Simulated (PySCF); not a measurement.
Levels of Ba²⁵⁺ from EOM-EA-GCCSD

Reference: closed-shell Ba²⁶⁺, [Ar] 3d10 4s2; one electron is added. Calculated with PySCF 2.14, two-component X2C-1e with screened spin-orbit coupling, an even-tempered Gaussian basis (19 s from 0.86 bohr⁻², ratio 2.6; 15 p from 1.1 bohr⁻², ratio 2.6; 10 d from 1.1 bohr⁻², ratio 2.6; 6 f from 1.2 bohr⁻², ratio 2.8); frozen [Ar]; the 94 highest virtual spinors dropped; of the others 68 kept and the rest restored at second order. No Breit or QED terms. Binding energies in eV.

| level | Koopmans | second order | EOM-CCSD |
| --- | --- | --- | --- |
| 4p1/2 | 846.24 | 847.83 | 847.64 |
| 4p3/2 | 824.42 | 826.08 | 825.98 |

For comparison, the ionisation energy of Ba²⁵⁺ is 846 ± 4 eV (theoretical estimate listed by NIST; NIST Atomic Spectra Database, ionization energies).
